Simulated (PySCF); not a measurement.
Species: C₃H₁₀BN.
InChI=1S/C3H10BN/c1-3-4-5-2/h3H,1,4-5H2,2H3

Torsions of this conformer, `[CH2:1]=[CH:2][BH2-:3][NH2+:4][CH3:5]`: C1–C2–B3–N4 -1°, C2–B3–N4–C5 180°.

The closed-shell ground state was solved at several levels (PySCF, density fitting, gas phase, non-relativistic). Isolated species at its GFN2-xTB geometry (one conformer only).

```
              level  basis functions  total energy (Eh)  HOMO (eV)  LUMO (eV)  gap (eV)  dipole (D)
        B3LYP/pcJ-1              235          -199.9499      -6.35       0.21      6.56        4.84
CAM-B3LYP/def2-SVPD              180          -199.6674      -7.96       0.66      8.62        4.72
```

(1) Estimate the row for PBE0/pcSseg-1, a basis of 135 functions; the other rows only guide the guess.

(2) Over all these levels, which gives the widest orbital gap and which the narrowest?

(3) How far do the dipole and the HOMO energy spread over the levels?

Results:

(1) Total energy -199.6432 Eh, HOMO -6.57 eV, LUMO 0.53 eV, gap 7.10 eV, dipole 4.90 D.

(2) CAM-B3LYP/def2-SVPD (range-separated hybrid) has the widest, 8.62 eV, and B3LYP/pcJ-1 (global hybrid, 20 % exact exchange) the narrowest, 6.56 eV. Functional and basis both differ between the two, so the spread mixes both effects.

(3) The dipole runs from 4.72 to 4.90 D (mean 4.82 D) and the HOMO from -7.96 to -6.35 eV.
